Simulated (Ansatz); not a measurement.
`FC(F)(F)C(F)(F)C(F)(F)C(F)(F)C(F)(F)C(F)(F)C(F)(F)C(F)(F)C(F)(F)C(F)(F)CC[S][Au]`. The state is a triplet with charge 0. Geometry PBE-D4/def2-SVP, that of the neutral singlet; atoms count from 1.

```xyz
39

F    -1.9221   -4.4616   -4.1003
C    -0.9755   -3.8770   -4.8495
F     0.2344   -4.3016   -4.4525
F    -1.1622   -4.2353   -6.1286
C    -1.0800   -2.3209   -4.7473
F    -2.3817   -1.9804   -4.8830
F    -0.3747   -1.8009   -5.7817
C    -0.5112   -1.6180   -3.4609
F     0.8266   -1.8126   -3.4185
F    -0.7629   -0.2958   -3.6393
C    -1.1253   -2.0554   -2.0987
F    -2.4622   -1.8718   -2.1339
F    -0.8635   -3.3792   -1.9285
C    -0.5494   -1.3629   -0.8035
F    -1.2652   -1.8868    0.2239
F     0.7453   -1.7305   -0.6722
C    -0.6366    0.2004   -0.7227
F    -1.8215    0.6126   -1.2244
F     0.3764    0.7173   -1.4597
C    -0.5150    0.7266    0.7543
F     0.4469   -0.0016    1.3870
F    -1.7005    0.5434    1.3679
C    -0.1097    2.2374    0.8297
F     1.2066    2.3412    0.5060
F    -0.8383    2.9176   -0.0900
C    -0.3313    2.9647    2.2047
F     0.1872    4.2146    2.0385
F    -1.6634    3.0757    2.4075
C     0.3195    2.3401    3.4826
F    -0.3338    1.1659    3.7203
F    -0.0004    3.1954    4.5053
C     1.8295    2.1677    3.4112
C     2.5072    1.7875    4.7277
S     2.1114    0.1494    5.4531
Au    2.4843   -1.2988    3.7357
H     2.0673    1.4153    2.6339
H     2.2415    3.1384    3.0651
H     2.1987    2.4905    5.5322
H     3.6038    1.8892    4.6084
```

In the def2 sets Au takes a core potential; there is no spin–orbit coupling. Single mean-field runs in def2-SVP are fitted with def2-universal-jkfit. At PBE0-D4/def2-SVP a singlet of charge 0 lies 1.68 eV below the triplet at the same geometry.

**Question.** Estimate the Mulliken populations of the heavy atoms from the PBE0/def2-SVP orbitals of Ansatz.

**Answer.** 
```tsv
atom	charge (e)	spin (α − β)	d electrons
F1	-0.16	0.00	–
C2	0.57	0.00	–
F3	-0.16	0.00	–
F4	-0.16	0.00	–
C5	0.31	0.00	–
F6	-0.18	0.00	–
F7	-0.18	0.00	–
C8	0.34	0.00	–
F9	-0.18	0.00	–
F10	-0.18	0.00	–
C11	0.36	0.00	–
F12	-0.17	0.00	–
F13	-0.18	0.00	–
C14	0.37	0.00	–
F15	-0.18	0.00	–
F16	-0.17	0.00	–
C17	0.34	0.00	–
F18	-0.18	0.00	–
F19	-0.18	0.00	–
C20	0.36	0.00	–
F21	-0.18	0.00	–
F22	-0.17	0.00	–
C23	0.33	0.00	–
F24	-0.19	0.00	–
F25	-0.18	0.00	–
C26	0.40	0.00	–
F27	-0.20	0.00	–
F28	-0.18	0.00	–
C29	0.32	0.00	–
F30	-0.19	0.00	–
F31	-0.21	0.00	–
C32	-0.08	0.02	–
C33	-0.16	-0.04	–
S34	0.01	1.01	–
Au35	-0.14	0.98	9.59
```
Mulliken values depend strongly on the basis.

**Question.** Where does the spin sit?

**Answer.** Summed by element: F 0.00, C -0.02, S 1.01, Au 0.98, H 0.03, of 2 unpaired in all. Largest on single atoms: S34 1.01, Au35 0.98, C33 -0.04.

**Question.** And the Mayer bond orders between heavy atoms (over 0.3)?

**Answer.** S34–Au35 0.88 (2.28 Å); F1–C2 1.12 (1.34 Å); C2–F3 1.13 (1.34 Å); C2–F4 1.14 (1.34 Å); C2–C5 0.89 (1.56 Å); C5–F6 1.08 (1.35 Å); C5–F7 1.08 (1.36 Å); C5–C8 0.91 (1.57 Å); C8–F9 1.09 (1.35 Å); C8–F10 1.06 (1.36 Å); C8–C11 0.85 (1.56 Å); C11–F12 1.10 (1.35 Å); C11–F13 1.06 (1.36 Å); C11–C14 0.94 (1.58 Å); C14–F15 1.08 (1.36 Å); C14–F16 1.10 (1.35 Å); C14–C17 0.89 (1.57 Å); C17–F18 1.09 (1.35 Å); C17–F19 1.06 (1.36 Å); C17–C20 0.89 (1.57 Å); C20–F21 1.03 (1.36 Å); C20–F22 1.10 (1.35 Å); C20–C23 0.89 (1.57 Å); C23–F24 1.05 (1.36 Å); C23–F25 1.08 (1.36 Å); C23–C26 0.92 (1.57 Å); C26–F27 1.06 (1.36 Å); C26–F28 1.10 (1.35 Å); C26–C29 0.91 (1.56 Å); C29–F30 1.05 (1.36 Å); C29–F31 1.05 (1.37 Å); C29–C32 1.01 (1.52 Å); C32–C33 1.05 (1.53 Å); C33–S34 0.99 (1.83 Å).
